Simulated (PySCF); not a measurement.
Species: C9H7 (doublet state).
Geometry (GFN2-xTB, Å), atoms numbered from 1 in this order:
```xyz
16
C9H7 angstrom
C      4.976    0.323    1.298
C      4.123    0.328    0.443
C      3.152    0.339   -0.549
C      1.839    0.173   -0.279
C      0.644    0.023   -0.025
C     -0.689   -0.141    0.248
C     -1.667   -0.118   -0.706
C     -3.050   -0.286   -0.411
C     -4.018   -0.255   -1.337
H      5.716    0.319    2.041
H      3.475    0.488   -1.572
H     -0.961   -0.295    1.287
H     -1.390    0.038   -1.740
H     -3.309   -0.444    0.629
H     -5.055   -0.385   -1.081
H     -3.794   -0.097   -2.379
```

The hyperfine couplings belong to this conformer and change with its torsions.

As a line formula: `C(#C/C=C/C=C)[CH]C#C` [radical].

Computed with PySCF, UKS B3LYP, pcH-1 on C H, non-relativistic, mean-field spin-orbit, GIAO. One conformer (not necessarily the lowest) at the GFN2-xTB geometry, without solvent, vibrations or thermal averaging. The geometry wasn't refined by DFT: couplings that depend on bond lengths, twists or pyramidal angles can differ widely from those at the functional's own minimum. No stability test was run, so a lower SCF solution isn't excluded. ⟨S²⟩ is 0.807 where a pure state has 0.75.

Problem. Predict the first-order ENDOR lines of H11, H10, H13, H15, H16, H12 and H14 under fast tumbling at B = 334.4 mT (X band).

Solution. For S = 1/2 in fast tumbling each set of equivalent nuclei gives two lines, ν± = |νn ± a/2| to first order, with νn = g_N μN B/h and μN/h = 7.62259 MHz/T.

```csv
nuclei,isotope,g_N,νn (MHz),a_iso (MHz),lower line (MHz),upper line (MHz)
H11,1H,5.5857,14.24,-37.04,4.28,32.76
H10,1H,5.5857,14.24,-23.58,2.45,26.03
H13,1H,5.5857,14.24,-20.36,4.06,24.42
H15,1H,5.5857,14.24,-17.50,5.49,22.99
H16,1H,5.5857,14.24,-16.55,5.96,22.51
H12,1H,5.5857,14.24,13.45,7.51,20.96
H14,1H,5.5857,14.24,6.67,10.90,17.57
```

Problem. Which pairs are centred on the nuclear Larmor frequency, and which on half the coupling?

Solution. Centred on νn, since |a| < 2νn: H10, H13, H15, H16, H12 and H14. Centred on |a|/2 and split by 2νn: H11.

Problem. At what field would the lower line of H15 fall to zero frequency?

Solution. Where νn = |a|/2, that is B = 8.75 MHz/(5.5857 × 7.62259 MHz/T) = 205 mT, as far as first order holds there.

The Mulliken spin populations are largest on C3 (+0.48), C5 (+0.36), C7 (+0.33) and C1 (+0.31). Five atoms exceed +0.15.
